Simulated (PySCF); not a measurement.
# Molecular orbitals of TlC

r²SCAN0 at R = 2.298 Å; PySCF, scalar-relativistic core potentials, basis sets Tl cc-pVDZ-PP with ECP60, C cc-pVDZ. State: ⁴Σ⁻ (quartet), unpaired electrons σ ↑, π ↑↑. Only the outer orbitals are listed, counted within each symmetry, core potentials removing the inner ones.

```
spin  orbital  occ.  ε (eV)  on Tl (%)           main shells (%)
   α       5σ     1  -16.19         31   69 C s, 19 Tl d, 9 Tl s
   α       6σ     1  -10.94         77   75 Tl s, 13 C p, 10 C s
   α       3π     1   -6.34         13           87 C p, 12 Tl p
   α       3π     1   -6.34         13           87 C p, 12 Tl p
   α       7σ     1   -6.15         37  63 C p, 26 Tl p, 10 Tl s
   α       4π     0   -1.32         89           89 Tl p, 11 C p
   α       4π     0   -1.32         89           89 Tl p, 11 C p
   α       8σ     0    1.18         91           83 Tl p, 12 C p
   β       5σ     1  -12.71         50           47 C s, 45 Tl s
   β       6σ     1   -8.94         60   50 Tl s, 39 C s, 8 Tl p
   β       3π     0   -1.83         84           83 Tl p, 16 C p
   β       3π     0   -1.83         84           83 Tl p, 16 C p
   β       7σ     0   -1.28         45           48 C p, 41 Tl p
```

Question: Which are the highest filled and the lowest empty level, where do they sit, and how wide is the gap?

Answer: Highest filled α 7σ at -6.15 eV (in %: 63 C p, 26 Tl p, 10 Tl s); lowest empty β 3π at -1.83 eV (in %: 83 Tl p, 16 C p); the gap at r²SCAN0 is 4.32 eV.

* bond order (Mayer): 1.07
* ⟨S²⟩: 3.756
* charge on Tl (Mulliken, basis-dependent): 0.42
* charge on Tl (Löwdin, basis-dependent): 0.35
* dipole moment (positive dipole means Tl(−)C(+)): -3.23 D

These are scalar-relativistic numbers at best; spin–orbit coupling would shift them, the dissociation energy most. The state is the lowest determinant that a PBE0 search found; another state may lie lower at other levels.
